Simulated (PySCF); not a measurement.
**Copper: a sound run and one with changed settings**

Sound run: Cu [Ar] 3d10 4s1, Cu⁺ [Ar] 3d10. Computed with PySCF 2.14 in cc-pVTZ-PP with ECP10MDF (5s5p4d2f1g, 63 functions), with a scalar-relativistic core potential. The sound run starts from symmetry-adapted Hartree-Fock orbitals and uses a fine grid where one is needed.

Changed run: basis STO-3G, all-electron and non-relativistic. This setting is unsound on purpose.

```
species  method  sound run (hartree)  changed run (hartree)  converged
     Cu     UHF           -196.17569            -1618.56747        yes
     Cu    BP86           -197.41701            -1619.85709        yes
     Cu   M06-L           -197.31885            -1619.76180        yes
    Cu⁺     UHF           -195.93388            -1618.43525        yes
    Cu⁺    BP86           -197.10615            -1619.69564        yes
    Cu⁺   M06-L           -197.02908            -1619.65778        yes
```

Ionisation energy of Cu:

```tsv
method	sound run (eV)	changed run (eV)
UHF	6.580	3.598
BP86	8.459	4.393
M06-L	7.885	2.830
```

A minimal basis cannot let orbitals breathe on ionisation and holds almost no correlation. The Hamiltonian changed with the basis, so the totals do not compare.

For comparison, NIST gives 7.726 eV between the lowest levels.
